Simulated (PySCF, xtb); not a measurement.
B₂Cl₃, SMILES Cl[B]B(Cl)Cl, multiplicity 2. Other conformers were not sampled.

Harmonic wavenumbers (cm⁻¹) from xtb with GFN2-xTB at its own minimum, in rising order: 31, 139, 200, 347, 366, 371, 630, 764, 1369.

### Question
What does PySCF with B3LYP-D3(BJ)/def2-SVP give at its own minimum? (An estimate is asked for; the answer gives what the named calculation found.)

### Answer
59, 111, 211, 366, 396, 410, 817, 895, 1378. Paired by order, the mean absolute difference is 53 cm⁻¹ and the zero-point energies are 6.0 and 6.6 kcal/mol.
